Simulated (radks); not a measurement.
The samarium ion Sm45+, configuration [Ne] 3s2 3p5. Method: scalar-relativistic Kohn-Sham, BLYP, spin-polarised, spherical densities, point nucleus; open shells are filled with parallel spins first (spin-orbit coupling, left out, can overturn this in heavy ions); computed with a radial shooting solver on a logarithmic mesh with Libxc functionals. Some entries of the table are withheld. Estimate them.

orbital,occ.,eigenvalue (eV),r(max) (bohr)
1s up,1,-49557.46,0.01449
1s down,1,-49554.62,0.01449
2s up,1,-10408.18,0.08175
2s down,1,-10406.23,0.08176
2p up,3,-9606.841,0.06597
2p down,3,-9604.011,0.06599
3s up,1,-4023.065,0.2215
3s down,1,-4015.278,0.2215
3p up,3,-3777.252,0.2145
3p down,2,-3769.415,0.2145
3d up,0,-3511.428,0.1707
3d down,0,-3504.889,0.1705
4s up,0,(1),(2)
4s down,0,(3),(4)
4p up,0,-2007.694,0.4483
4p down,0,-2004.553,0.4488

Answer. 
(1) 4s up eigenvalue (eV): -2107.171
(2) 4s up r(max) (bohr): 0.4466
(3) 4s down eigenvalue (eV): -2103.951
(4) 4s down r(max) (bohr): 0.4470
